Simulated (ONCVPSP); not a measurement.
**An all-electron radial function and its pseudo partner (Cl)**

Columns: radius, all-electron u(r) and pseudo u(r) of the 2p shell (level -204.43 eV) of chlorine in the configuration [He] 2s2 2p6 3s2 3p4; PBE, non-relativistic, ONCV scheme, ONCVPSP 4.0.1.

| r (bohr) | all-electron | pseudo |
| --- | --- | --- |
| 0.035 | 0.1434 | 0.0610 |
| 0.070 | 0.4290 | 0.2294 |
| 0.105 | 0.7353 | 0.4791 |
| 0.140 | 1.0049 | 0.7684 |
| 0.175 | 1.2174 | 1.0545 |
| 0.210 | 1.3680 | 1.2997 |
| 0.245 | 1.4615 | 1.4787 |
| 0.280 | 1.5063 | 1.5818 |
| 0.315 | 1.5118 | 1.6134 |
| 0.350 | 1.4863 | 1.5861 |
| 0.385 | 1.4377 | 1.5182 |
| 0.420 | 1.3730 | 1.4279 |
| 0.455 | 1.2973 | 1.3288 |
| 0.490 | 1.2152 | 1.2297 |
| 0.525 | 1.1300 | 1.1348 |
| 0.560 | 1.0443 | 1.0450 |
| 0.595 | 0.9599 | 0.9599 |
| 0.630 | 0.8783 | 0.8783 |
| 0.665 | 0.8004 | 0.8004 |
| 0.700 | 0.7269 | 0.7269 |
| 0.735 | 0.6580 | 0.6580 |
| 0.770 | 0.5941 | 0.5941 |
| 0.805 | 0.5351 | 0.5351 |
| 0.840 | 0.4810 | 0.4810 |
| 0.875 | 0.4315 | 0.4315 |
| 0.910 | 0.3866 | 0.3867 |

How many radial nodes do the two functions have?

The all-electron 2p function has n − l − 1 = 0; the pseudo-wave has 0.

At about which radius was the pseudo-wave matched?

0.60 bohr, where the columns begin to agree (steps of 0.04 bohr).

Is the pseudo-wave norm-conserving?

Yes: the ONCV scheme keeps the norm inside the radius equal to the all-electron one, which fixes the energy derivative of the logarithmic derivative at the level.
